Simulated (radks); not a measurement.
Results of a calculation; reference values are marked as such.
Isoelectronic series with 2 electrons, each ion in its NIST ground configuration. Level of theory: Dirac Kohn-Sham, LDA (Slater exchange, Perdew-Wang correlation), spin-unpolarised, spherical densities, finite nucleus; Fermi nuclear charge, rms radius of each element as measured or else 0.836 A^(1/3) + 0.57 fm (a radial shooting solver on a logarithmic mesh with Libxc functionals). Total energies (hartree) and mean radii <r> (bohr):

ion	configuration	E (hartree)	1s1/2
He	[He]	-2.83459	0.9593
Li+	[He]	-7.14295	0.5847
Be2+	[He]	-13.44656	0.4206
B3+	[He]	-21.74910	0.3285
C4+	[He]	-32.05312	0.2694
N5+	[He]	-44.36097	0.2283
O6+	[He]	-58.67502	0.1981
F7+	[He]	-74.99788	0.1749
